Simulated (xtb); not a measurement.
Harmonic IR lines of one isomer of C5H4O, unscaled. Method: GFN2-xTB (xtb 6.7.1).

wavenumber (cm⁻¹): 96 (w), 615 (w), 671 (w), 872 (w), 905 (w), 942 (m), 1224 (vw), 1365 (w), 1379 (w), 1623 (m), 1756 (vs), 2778 (m), 3142 (vw), 3394 (vw)

### Question
Say which structure gives these lines.
A. `C#CC(=C)C=O`
B. `C#CC1=C[C@@H]1O`
C. `C#C/C=C1\CO1`
D. `C#C/C=C1/CO1`

### Answer
A, `C#CC(=C)C=O`
